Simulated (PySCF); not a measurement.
Species: C₆H₇NOS.
Bonds: C1–S2, S2–C3, C3–C4 (aromatic), C4–C5 (aromatic), C5–O6, C5–C7 (aromatic), C7–C8 (aromatic), C8–N9 (aromatic), C3–N9 (aromatic). Hydrogens: H10, H11, H12 on C1; H13 on C4; H14 on O6; H15 on C7; H16 on C8.

Method used: PySCF, TDDFT PBE0/def2-SVPD, vertical, gas phase, core orbitals frozen in the response. Geometry: GFN2-xTB, one conformer, isolated molecule. Torsions of this conformer, `[CH3:1][S:2][c:3]1[cH:4][c:5]([OH:6])[cH:7][cH:8][n:9]1`: C1–S2–C3–C4 180°, H–O6–C5–C4 0°.

| state | λ (nm) | E (eV) | f | \|μ\| (D) | symmetry | main configurations (H = HOMO, L = LUMO) |
| --- | --- | --- | --- | --- | --- | --- |
| S1 | 261.9 | 4.73 | 0.015 | 0.92 | A′ | H→L (78%), H→L+1 (16%) |
| S2 | 241.7 | 5.13 | 0.250 | 3.58 | A′ | H→L+1 (72%), H→L (19%) |
| S3 | 232.2 | 5.34 | 0.0001 | 0.09 | – | H-2→L (99%) |
| S4 | 227.4 | 5.45 | 0.0000 | 0.03 | – | H→L+3 (81%), H→L+2 (9%) |
| S5 | 221.5 | 5.60 | 0.0024 | 0.34 | A″ | H-2→L+1 (97%) |
| S6 | 216.4 | 5.73 | 0.0029 | 0.37 | A″ | H→L+2 (86%), H→L+3 (10%) |
| S7 | 207.0 | 5.99 | 0.127 | 2.36 | A′ | H-1→L (69%), H-3→L+1 (11%), H→L+1 (9%) |
| S8 | 198.6 | 6.24 | 0.022 | 0.96 | A″ | H→L+4 (84%) |

Triplets, Tamm–Dancoff:

| state | E (eV) | λ (nm) | main configurations (H = HOMO, L = LUMO) |
| --- | --- | --- | --- |
| T1 | 3.80 | 326.3 | H→L (69%), H→L+1 (17%) |
| T2 | 4.25 | 291.9 | H→L+1 (75%), H→L (18%) |
| T3 | 4.67 | 265.8 | H-1→L (52%), H-1→L+1 (38%) |

The lowest singlet comes at 262 nm (457 kJ/mol) in the ultraviolet; it is weak; its leading configuration is HOMO→LUMO (78%). The strongest level in the table is S2 at 5.13 eV (242 nm, f = 0.250). Löwdin shares by element: HOMO sulfur 49%, carbon 27% or more (atoms not listed hold the other 24%); LUMO carbon 66% or more (atoms not listed hold the other 34%). The oscillator strengths of these states sum to 0.419; summed over the whole spectrum of an exact calculation they would give the number of electrons, 74 (Thomas–Reiche–Kuhn). Orbital energies (eV): HOMO-3 -8.48, HOMO-2 -7.63, HOMO-1 -7.57, HOMO -6.32, LUMO -0.61, LUMO+1 -0.39, LUMO+2 0.28. Weighted by f, the mean energy of these states is 5.44 eV. Symmetry labels in Cs follow from the direction of the transition dipole and are given only for states with f of 0.002 or more. The window holds the lowest 8 singlets.
